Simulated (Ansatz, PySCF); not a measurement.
System: GeH2 (charge 0, triplet). This is an excited triplet: at this geometry the singlet lies 0.53 eV lower at CCSD(T)/CBS(aug-cc-pVTZ,aug-cc-pVQZ). 
Coordinates optimised at B3LYP-D3(BJ)/def2-TZVP (Ansatz, a quantum-chemistry and plane-wave program):
```
Ge
H 1 1.5473
H 1 1.5473 2 119.66
```
Charge 0, spin multiplicity 3.

Quantity: vertical singlet-triplet gap (E(singlet) - E(triplet); the singlet is one closed-shell determinant, which may describe it poorly; each state is the SCF solution reached for its spin; for the singlet the Hartree-Fock reference is unstable and T1 is 0.013), in eV. Correlated levels leave the core frozen unless marked. UHF or UKS for open shells. No spin-orbit coupling. The frozen core is the preceding noble-gas configuration, with the filled d and f shells of earlier blocks. No relativistic terms. CBS marks a two-point X^-3 extrapolation of the correlation energy; Hartree-Fock from the larger set.

CCSD(T)/CBS(aug-cc-pVTZ,aug-cc-pVQZ) (Ansatz) gives -0.53 eV.

### Question
Another calculation gave -0.63 eV. Which level was it?
A. wB97M-V/def2-TZVPD (Ansatz)
B. PBE/def2-TZVPD (Ansatz)
C. M06-2X/def2-TZVPD (PySCF)
D. r2SCAN/def2-TZVPD (Ansatz)

### Answer
A, wB97M-V/def2-TZVPD (Ansatz). The others give -0.38 (M06-2X), -0.49 (PBE), -0.26 (r2SCAN) eV.
